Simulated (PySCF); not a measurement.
Vertical excitations of a molecule C3H8O2Si from TDA-LC-ωPBE/def2-SVPD in PySCF, as energy in eV (oscillator strength): 6.80 (0.004), 7.71 (0.456), 8.07 (0.094), 8.33 (0.051), 8.36 (0.050), 8.53 (0.024), 8.66 (0.013), 8.95 (0.012), 9.02 (0.013), 9.20 (0.012). Lowest triplet (TDA): 4.03 eV. Geometry optimised at PBE0-D3(BJ)/def2-SVP. Other conformers were not sampled.

Problem. Which structure fits?
(A) O[Si@H]1CCOC1
(B) C=C[Si@@H](O)OC
(C) CC(=O)[Si@H](C)O
(D) C[Si@]1(O)CCO1

Solution. B, C=C[Si@@H](O)OC
